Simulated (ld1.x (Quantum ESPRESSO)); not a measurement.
tellurium: one change to a TM potential, before and after

| Quantity | Value |
| --- | --- |
| Element | tellurium (Te) |
| Generator | ld1.x (Quantum ESPRESSO) 7.5 |
| Type | norm-conserving Troullier–Martins (Kleinman–Bylander form) |
| Functional | Wu–Cohen |
| Relativity | fully relativistic |
| Frozen core | [Kr] |
| Valence charge | 16 |
| Reference configuration | 4d10 5s2 5p4 |
| Partial waves | 5s (bound): rc 1.60 bohr; 5p (bound): rc 1.85 bohr; 4d (bound): rc 1.55 bohr |
| Local potential | all-electron potential smoothed inside 1.85 bohr (lloc = -1) |
| Core correction | Bessel-smoothed model core inside 0.95 bohr |

Open shells are filled in proportion to 2j + 1 (rel_dist='average').

Change: wave 4d (bound): rc 1.55 bohr becomes 4d (bound): rc 2.24 bohr.

Cutoffs: the cutoffs (Ry, on a coarse ladder) from which the occupation-weighted sum of valence levels, in a spherical-Bessel basis at the reference potential, stays within 10 and 1 mRy of its value at 400 Ry; they do not see the model core or the augmentation charge, which bear on the density cutoff. Errors are all-electron minus pseudo energies relative to the spin-unpolarised reference configuration.

Task: How do hardness, ghosts and transferability respond?

Result: The potential gets softer (90 Ry and 160 Ry → 70 Ry and 110 Ry); both files keep a bound ghost (s); of the 7 tests that both files solve, the error grows in 2 and shrinks in 0 by more than 15 % and 0.3 meV (median size 84.7 → 89.0 meV). A larger radius leaves more room for a smooth pseudo-wave, so fewer plane waves are needed.

```csv
quantity,base,changed
"cutoff, loose",90 Ry,70 Ry
"cutoff, tight",160 Ry,110 Ry
loose cutoff by channel (10 mRy a level),"s 18 Ry, p 10 Ry, d 80 Ry","s 18 Ry, p 10 Ry, d 55 Ry"
bound ghosts,s,s
"error for 4d10 5s2 5p3, meV [ΔE 9.78 eV]",+5.6,+5.8
"error for 4d10 5s2 5p2, meV [ΔE 27.80 eV]",+30,+31
"error for 4d10 5s2 5p1, meV [ΔE 54.83 eV]",+85,+89
"error for 4d9 5s2 5p5, meV [ΔE 38.11 eV]",+137,+368
"error for 4d10 5s2 5p0, meV [ΔE 91.43 eV]",+180,+194
"error for 4d10 5s1 5p4, meV [ΔE 19.63 eV]",+16,+16
"error for 4d9 5s2 5p4, meV [ΔE 49.16 eV]",+335,+543
```

 A true bound ghost makes a file unfit for plane-wave use even where its test errors are small: the radial tests pick states by their node count and pass the ghost by.
